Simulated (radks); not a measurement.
Values are calculated unless marked as measured or tabulated.
Ionisation of Mn, [Ar] 3d5 4s2, to Mn+, [Ar] 3d5 4s1, under several functionals. Non-relativistic Kohn-Sham, spin-polarised, spherical densities, point nucleus; open shells are filled with parallel spins first; a radial shooting solver on a logarithmic mesh with Libxc functionals.

| functional | E(Mn) (hartree) | Exc (hartree) | IE (eV) | -e(HOMO) (eV) | <r> HOMO (bohr) | IE error (eV) |
|---|---|---|---|---|---|---|
| RPBE | -1150.94718 | -51.98837 | 7.151 | 4.368 | 3.350 | -0.283 |
| OLYP | -1151.25065 | -52.35148 | 7.258 | 4.236 | 3.378 | -0.176 |
| exchange-only r2SCAN | -1149.91269 | -50.96001 | 5.859 | 3.732 | 3.600 | -1.575 |
| PBEsol | -1149.64430 | -50.65474 | 7.112 | 4.419 | 3.317 | -0.322 |
| Wu-Cohen GGA | -1150.36373 | -51.39253 | 6.992 | 4.370 | 3.319 | -0.442 |
| BP86 | -1151.15761 | -52.19799 | 7.379 | 4.587 | 3.300 | -0.055 |

NIST Atomic Spectra Database: 7.434 eV (measured). Closest: BP86. The Delta-SCF values span 1.52 eV, the total energies 1.61 hartree. The highest occupied level is 4s. Open shells are spherical and high-spin; term and fine-structure splittings are not resolved.
